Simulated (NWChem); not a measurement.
# ammonium (NH4 cation); SMILES [NH4+]

Computed with NWChem. Coordinates come from a PBE0-D3(BJ)/def2-TZVP optimisation. Level BLYP/def2-TZVP: single points from the atomic guess with DIIS by default; each run changes one setting, and all converged runs end within 0.3 mHa of each other. cgmin counts macro-iterations, each dearer than a DIIS step.

Problem. Which setting needs the most SCF iterations, or fails (level shift of 0.5 Ha throughout; no DIIS, 40 % damping; defaults; DIIS on 3 Fock matrices; quadratically convergent solver (cgmin))?

Solution. no DIIS, 40 % damping, with 17 against 6 for the defaults.
```csv
setting,SCF iterations
defaults,6
DIIS on 3 Fock matrices,6
level shift of 0.5 Ha throughout,11
"no DIIS, 40 % damping",17
quadratically convergent solver (cgmin),5
```
